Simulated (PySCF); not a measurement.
C5H9B. Atoms are numbered in the order given.

```xyz
15

C     -0.6962     2.3257     0.4197
C     -0.6016     1.1410     0.1441
B     -0.4675    -0.3461    -0.1965
C     -1.7008    -1.1020    -0.8179
C      0.8922    -1.1000     0.0638
C      2.1210    -0.2807     0.4619
H     -0.7816     3.3692     0.6615
H     -2.6558    -0.8223    -0.3440
H     -1.7873    -0.7743    -1.8728
H     -1.5970    -2.1981    -0.8218
H      1.1013    -1.7348    -0.8196
H      0.6473    -1.8429     0.8535
H      1.9285     0.3081     1.3726
H      2.3929     0.4377    -0.3281
H      3.0009    -0.9163     0.6516
```
Charge 0, spin multiplicity 1.

Geometry: B3LYP-D3(BJ)/def2-SVP. The structure was generated by enumeration, and PubChem lists no compound with its InChIKey, so it may never have been made. The values are those of a single conformer.

Calculation: PBE/pcSseg-1 in PySCF.

GIAO shieldings, no solvent; atoms listed in one row are averaged. δ = σ(ref) − σ: ¹³C against TMS (σ = 182.0 ppm); ¹¹B against BF3 (σ = 83.9 ppm); ¹H against TMS (σ = 31.49 ppm), references at their B3LYP-D3(BJ)/def2-TZVP geometries, non-relativistic.

```json
[
 {"nucleus": "¹³C", "atoms": "C1", "count": "1", "δ (ppm)": "126.0"},
 {"nucleus": "¹³C", "atoms": "C2", "count": "1", "δ (ppm)": "101.7"},
 {"nucleus": "¹³C", "atoms": "C5", "count": "1", "δ (ppm)": "33.2"},
 {"nucleus": "¹³C", "atoms": "C4", "count": "1", "δ (ppm)": "19.6"},
 {"nucleus": "¹³C", "atoms": "C6", "count": "1", "δ (ppm)": "14.3"},
 {"nucleus": "¹¹B", "atoms": "B3", "count": "1", "δ (ppm)": "63.6"},
 {"nucleus": "¹H", "atoms": "H7", "count": "1", "δ (ppm)": "4.74"},
 {"nucleus": "¹H", "atoms": "H11", "count": "1", "δ (ppm)": "2.00"},
 {"nucleus": "¹H", "atoms": "H12", "count": "1", "δ (ppm)": "1.58"},
 {"nucleus": "¹H", "atoms": "H13, H14, H15", "count": "3", "δ (ppm)": "1.50"},
 {"nucleus": "¹H", "atoms": "H8, H9, H10", "count": "3", "δ (ppm)": "1.30"}
]
```
